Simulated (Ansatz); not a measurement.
C₂H₁₀B₂O₂ (`C[O+]1[BH2-][O+](C)[BH2-]1`), relaxed with RKS PBE0-D4/def2-TZVP in the Gaussian-basis code of Ansatz from a PBE-D4/def2-SVP geometry. The force threshold is 0.005 eV/Å; the program also tests the step.

Charge 0, multiplicity 1.

Start:

```xyz
16

C    -0.266   -0.822    2.095
O    -0.602   -0.800    0.709
B     0.498   -0.998   -0.375
O    -0.189    0.125   -1.206
C     0.595    1.103   -1.888
B    -1.054    0.524    0.025
H     0.092   -1.837    2.354
H     0.525   -0.076    2.322
H    -1.176   -0.593    2.681
H     1.597   -0.632    0.039
H     0.436   -2.091   -0.917
H     1.283    1.620   -1.185
H    -0.089    1.839   -2.352
H     1.179    0.595   -2.679
H    -0.580    1.502    0.601
H    -2.250    0.542   -0.223
```

Q: By how much does the energy fall, and how many steps does the optimiser take? (Best estimate.)

A: Ansatz gave: 6.49 kJ/mol, in 7 steps, 1 of them rejected.

Q: Which bonds change most? (An estimate is asked.)

A: Computed: B6–H16 from 1.222 to 1.202 Å; B3–H11 from 1.222 to 1.202 Å; B3–H10 from 1.230 to 1.210 Å; B6–H15 from 1.230 to 1.210 Å.

Q: Give the relaxed structure. (Estimate.)

A: Ansatz gave: 
```xyz
16

C    -0.279   -0.831    2.076
O    -0.603   -0.798    0.697
B     0.504   -0.971   -0.360
O    -0.194    0.118   -1.198
C     0.577    1.085   -1.888
B    -1.024    0.527    0.034
H     0.070   -1.833    2.323
H     0.499   -0.097    2.301
H    -1.181   -0.607    2.646
H     1.569   -0.578    0.059
H     0.486   -2.051   -0.886
H     1.255    1.595   -1.199
H    -0.103    1.805   -2.344
H     1.148    0.579   -2.667
H    -0.522    1.472    0.599
H    -2.202    0.585   -0.193
```
